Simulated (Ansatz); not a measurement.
`N=CO` and `O/C=N/[SiH2]Cl` differ in one atom or group.

Ansatz, PBE0-D4/def2-TZVP geometries, multiplicity 1. Each molecule was computed in one conformer, which needn't be the lowest.

| property | `N=CO` |
| --- | --- |
| HOMO energy (PBE/def2-TZVPP) / eV | -6.69 |
| HOMO energy (ωB97M-V/def2-TZVPP) / eV | -10.53 |
| LUMO energy (B3LYP/def2-TZVPP) / eV | 0.14 |
| size of the dipole moment (ωB97M-V/def2-TZVPP) / D | 1.03 |
| HOMO–LUMO gap (PBE/def2-TZVPP) / eV | 6.00 |
| HOMO–LUMO gap (ωB97M-V/def2-TZVPP) / eV | 13.27 |

Q: What does the change do to each property? (Estimate.)

A: Computed: 
```json
{"property": "HOMO energy (PBE/def2-TZVPP) / eV", "`O/C=N/[SiH2]Cl`": "-6.74", "shift": "-0.05"}
{"property": "HOMO energy (ωB97M-V/def2-TZVPP) / eV", "`O/C=N/[SiH2]Cl`": "-10.48", "shift": "0.05"}
{"property": "LUMO energy (B3LYP/def2-TZVPP) / eV", "`O/C=N/[SiH2]Cl`": "-0.66", "shift": "-0.80"}
{"property": "size of the dipole moment (ωB97M-V/def2-TZVPP) / D", "`O/C=N/[SiH2]Cl`": "1.50", "shift": "0.47"}
{"property": "HOMO–LUMO gap (PBE/def2-TZVPP) / eV", "`O/C=N/[SiH2]Cl`": "5.26", "shift": "-0.74"}
{"property": "HOMO–LUMO gap (ωB97M-V/def2-TZVPP) / eV", "`O/C=N/[SiH2]Cl`": "12.32", "shift": "-0.95"}
```

Dipoles are sizes alone; their direction can turn.

B3LYP here is the variant with VWN-RPA as its local correlation; programs differ in this.
